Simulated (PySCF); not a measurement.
Bi(F)(OH)2 (BiFH₂O₂), SMILES [OH][Bi]([OH])[F]. Atoms are numbered in the order given.

```xyz
6

Bi     0.2754    -0.0381     0.0000
F     -0.6631     1.7838     0.0000
O     -0.8387    -0.7573    -1.6112
H     -1.7364    -0.3895    -1.6241
O     -0.8387    -0.7573     1.6112
H     -1.7364    -0.3895     1.6241
```
Charge 0, spin multiplicity 1.

The structure is a stationary point at B3LYP-D3(BJ)/def2-SVP. A frequency run showed that this geometry is not a minimum. The def2 effective core potentials stand for the cores of Bi; spin–orbit coupling is left out. Other conformers were not sampled.

Calculation: PySCF with TDA-PBE0/def2-SVPD.

Vertical excitations. Gas-phase values at a fixed geometry. State labels are in the subgroup Cs.

Problem. List the lowest excited states. (The exact figures need the calculation; the answer reports its results.)

Solution. 
| state | symmetry | energy (eV) | λ (nm) | f | main pairs |
|---|---|---|---|---|---|
| S1 | A" | 5.84 | 212 | 0.001 | HOMO→LUMO 91 % |
| S2 | A' | 5.98 | 207 | 0.020 | HOMO−1→LUMO 94 % |
| S3 | A' | 6.18 | 200 | 0.002 | HOMO→LUMO+1 91 % |
| S4 | A" | 6.24 | 199 | 0.000 | HOMO→LUMO+2 66 %, HOMO−1→LUMO+1 29 % |
| S5 | A" | 6.49 | 191 | 0.001 | HOMO−2→LUMO 97 % |
| S6 | A' | 6.55 | 189 | 0.026 | HOMO−1→LUMO+2 50 %, HOMO−3→LUMO 41 % |
| S7 | A' | 6.76 | 183 | 0.029 | HOMO−3→LUMO 41 %, HOMO−1→LUMO+2 31 %, HOMO−2→LUMO+1 13 %, HOMO−3→LUMO+2 10 % |
| S8 | A" | 6.84 | 181 | 0.022 | HOMO−1→LUMO+1 42 %, HOMO−2→LUMO+2 35 %, HOMO→LUMO+2 17 % |
| S9 | A' | 7.16 | 173 | 0.015 | HOMO−2→LUMO+1 62 %, HOMO−3→LUMO+2 30 % |
| S10 | A" | 7.23 | 171 | 0.069 | HOMO−3→LUMO+1 91 % |
| T1 | A' | 5.43 | 228 | 0 | HOMO−1→LUMO 86 % |
| T2 | A" | 5.43 | 228 | 0 | HOMO→LUMO 73 %, HOMO→LUMO+2 22 % |
| T3 | A" | 5.67 | 219 | 0 | HOMO−1→LUMO+1 79 % |
| T4 | A' | 5.72 | 217 | 0 | HOMO→LUMO+1 48 %, HOMO−1→LUMO+2 41 % |
Triplets are in the Tamm–Dancoff approximation.
